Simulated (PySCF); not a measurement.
SCF from a fresh guess for singlet AuH₅, at the PBE0 minimum. PySCF input:

```python
from pyscf import gto, scf, dft
mol = gto.M(atom='''
Au     0.000000     0.000000    -0.008920
H     -0.412290    -0.000000     1.769010
H      0.412290    -0.000000     1.769010
H     -1.626770    -0.000000    -0.123320
H     -0.000000    -0.000000    -1.548180
H      1.626770    -0.000000    -0.123320''',
    basis={'Au': 'def2-TZVP', 'H': 'def2-TZVP'},
    ecp={'Au': 'def2-TZVP'},
    charge=0, spin=0)
mf = dft.RKS(mol, xc='PBE0')
mf.grids.atom_grid = (50, 194)
aux = {'Au': 'def2-universal-JKFIT', 'H': 'def2-universal-JKFIT'}
mf = mf.density_fit(auxbasis=aux)
mf.conv_tol = 1e-08
mf.diis_space = 10
mf.max_cycle = 60
mf.init_guess = 'minao'
mf.verbose = 4
mf.kernel()
```

Excerpt of the output (cycles and frontier levels):

```
init E= -123.43206267464
  HOMO = -0.698793987840686  LUMO = -0.499737986992906  gap/eV = 5.41659
cycle= 1 E= -137.827669759238  delta_E= -14.4  |g|= 2.05  |ddm|=  8.1
  HOMO = 0.0692848196731863  LUMO = 0.0879990882048873  gap/eV = 0.50924
cycle= 2 E= -130.766963005954  delta_E= 7.06  |g|= 5.37  |ddm|= 12.2
  HOMO = -0.351633779696544  LUMO = -0.098861468451604  gap/eV = 6.87828
cycle= 3 E= -138.617787447755  delta_E= -7.85  |g|= 0.302  |ddm|= 11.8
  HOMO = -0.275973691807271  LUMO = -0.0246492294981442  gap/eV = 6.83889
cycle= 4 E= -138.643675171091  delta_E= -0.0259  |g|= 0.0724  |ddm|= 0.449
  HOMO = -0.284647542835593  LUMO = -0.0331171588179853  gap/eV = 6.84449
cycle= 5 E= -138.644432019077  delta_E= -0.000757  |g|= 0.0451  |ddm|= 0.09
  HOMO = -0.286860809547985  LUMO = -0.0339893219604175  gap/eV = 6.88098
cycle= 6 E= -138.644800928426  delta_E= -0.000369  |g|= 0.00126  |ddm|= 0.029
  HOMO = -0.286795095760615  LUMO = -0.034046475861059  gap/eV = 6.87764
cycle= 7 E= -138.644801468718  delta_E= -5.4e-07  |g|= 0.000387  |ddm|= 0.00211
  HOMO = -0.286838012931957  LUMO = -0.0340553143518028  gap/eV = 6.87857
cycle= 8 E= -138.644801517878  delta_E= -4.92e-08  |g|= 4.78e-05  |ddm|= 0.000675
  HOMO = -0.286836097840274  LUMO = -0.0340534639021355  gap/eV = 6.87857
cycle= 9 E= -138.644801518735  delta_E= -8.57e-10  |g|= 2.85e-06  |ddm|= 6.46e-05
  HOMO = -0.286835938875791  LUMO = -0.03405399222203  gap/eV = 6.87855
Extra cycle  E= -138.64480151874  delta_E= -4.8e-12  |g|= 2.14e-06  |ddm|= 7.39e-06
converged SCF energy = -138.64480151874
```

No lower solution of this spin was found by a stability analysis within the restricted form, which does not test spin polarisation.

Stability towards spin polarisation was not tested. With an element this heavy the missing spin–orbit coupling can shift these numbers.

The search for the lowest solution, with the stability check, took 3.7 s on 2 threads of a shared Arm Neoverse N1 host, with 70 basis functions; the process peaked at 0.34 GiB.
